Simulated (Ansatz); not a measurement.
Computed with Ansatz on PBE0-D4/def2-TZVP structures; ΔE is electronic, products minus reactants. CCSD(T)/CBS adds triple-zeta CCSD(T) − MP2 to the extrapolated MP2 energy (def2 sets, frozen cores). This one scheme is used for every species. DFT in def2-TZVPP. B3LYP here is the variant with VWN-RPA as its local correlation; programs differ in this. HSE06 is defined as in plane-wave codes. For Ti outer-core shells are correlated without core-valence functions, which leaves a few kJ/mol of doubt a bond. Scalar relativity is left out up to krypton. One conformer a species, not always the lowest.

Consider the ligand exchange at a Ti–O bond: `[OH][Ti]([F])([F])[Cl]` + H₂S → `[F][Ti]([F])([SH])[Cl]` + H₂O.

```json
{"level": "LDA (SPW92)", "ΔE (kcal/mol)": "8.6"}
{"level": "r2SCANh-D4", "ΔE (kcal/mol)": "8.6"}
{"level": "BLYP", "ΔE (kcal/mol)": "10.1"}
{"level": "B3LYP", "ΔE (kcal/mol)": "10.4"}
{"level": "r2SCANh", "ΔE (kcal/mol)": "8.8"}
{"level": "HSE06", "ΔE (kcal/mol)": "8.4"}
{"level": "CCSD/def2-TZVPP", "ΔE (kcal/mol)": "11.1"}
{"level": "HF/CBS(def2)", "ΔE (kcal/mol)": "14.2"}
```

Q: What does CCSD(T)/CBS give? (An estimate is asked.)

A: Ansatz gave: +7.9 kcal/mol. The listed levels differ from it by 0.7, 0.7, 2.2, 2.5, 0.9, 0.5, 3.2, 6.3 kcal/mol.

Largest T1 diagnostic among the species: 0.025, so the coupled-cluster value is less sure than usual.

The D4 term adds −1.1 kcal/mol with B3LYP and −0.6 kcal/mol with PBE0; it sums over pairs of atoms, weighted by their polarisabilities, and B3LYP, whose exchange is more repulsive, gets the larger term. From BLYP to BHLYP (50 % exact exchange), in def2-TZVPP and without D4, ΔE moves by +1.5 kcal/mol.

CCSD(T)/CBS has its own doubt, a few kJ/mol and more with outer-core shells, so smaller differences from it don't rank the levels.
